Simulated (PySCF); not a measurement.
disilazane anion (H7NSi2), SMILES N([SiH3])[SiH3] (connectivity only; charge and spin as stated), charge -1, multiplicity 2. Atoms are numbered in the order given.

```xyz
10

Si     1.5936    -0.2793     0.2014
N     -0.1383    -0.4248    -0.5804
Si    -1.5040     0.4516    -0.0219
H      3.0915     0.1923     0.4509
H      1.0267     0.5440     1.3620
H      1.7599    -1.6761     0.7777
H     -0.1650    -0.7678    -1.5341
H     -2.0094     0.0159     1.3292
H     -2.6835     0.3114    -0.9588
H     -1.3071     1.9423     0.1238
```
Charge -1, spin multiplicity 2.

Geometry optimised at PBE0-D3(BJ)/def2-SVPD. The spin state was assumed, not searched.

Two levels are set side by side: PBE/pcH-1 (PySCF) and B3LYP/pcH-1 (PySCF). Contact hyperfine couplings, same geometry. Differences are taken from unrounded values.

```
quantity                           PBE
------------------------------  ------
A(iso) of 29Si, atom Si1 (MHz)  -537.5
A(iso) of 14N, atom N2 (MHz)     105.5
A(iso) of 29Si, atom Si3 (MHz)   -48.4
A(iso) of 1H, atom H4 (MHz)      208.3
A(iso) of 1H, atom H5 (MHz)      -25.8
A(iso) of 1H, atom H6 (MHz)      -16.9
A(iso) of 1H, atom H7 (MHz)       -6.4
A(iso) of 1H, atom H8 (MHz)        0.2
A(iso) of 1H, atom H9 (MHz)        8.5
A(iso) of 1H, atom H10 (MHz)      -2.9
```

Problem. These are the PBE values. What does B3LYP give? (An estimate is asked for; the answer gives what the named calculation found.)

Solution. 
```csv
quantity,B3LYP,PBE minus B3LYP
"A(iso) of 29Si, atom Si1 (MHz)",-616.5,79.0
"A(iso) of 14N, atom N2 (MHz)",103.5,2.0
"A(iso) of 29Si, atom Si3 (MHz)",-45.1,-3.3
"A(iso) of 1H, atom H4 (MHz)",242.6,-34.3
"A(iso) of 1H, atom H5 (MHz)",-24.4,-1.4
"A(iso) of 1H, atom H6 (MHz)",-12.2,-4.7
"A(iso) of 1H, atom H7 (MHz)",-7.4,1.0
"A(iso) of 1H, atom H8 (MHz)",1.2,-1.0
"A(iso) of 1H, atom H9 (MHz)",10.6,-2.1
"A(iso) of 1H, atom H10 (MHz)",-2.9,0.0
```

Rough cost on one machine, each run with all the roots and properties that it gave: B3LYP against PBE within a factor of 2.
